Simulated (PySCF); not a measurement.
A structure optimised at r2SCAN-D4/def2-SVP, used in a PySCF frequency run:

```xyz
7

Bi     0.0000     0.0000     0.2940
O      0.0443     1.7728    -0.8268
H      0.7128     1.6419    -1.5199
O      1.5132    -0.9247    -0.8268
H      1.0655    -1.4383    -1.5199
O     -1.5574    -0.8481    -0.8268
H     -1.7783    -0.2036    -1.5199
```
Charge 0, spin multiplicity 1.

Problem. Write its SMILES, formula and point group.

Solution. [OH][Bi]([OH])[OH], BiH3O3, C3

Problem. What are its rotational constants (standard atomic weights)?

Solution. 3.6877, 3.6877, 3.1463 GHz
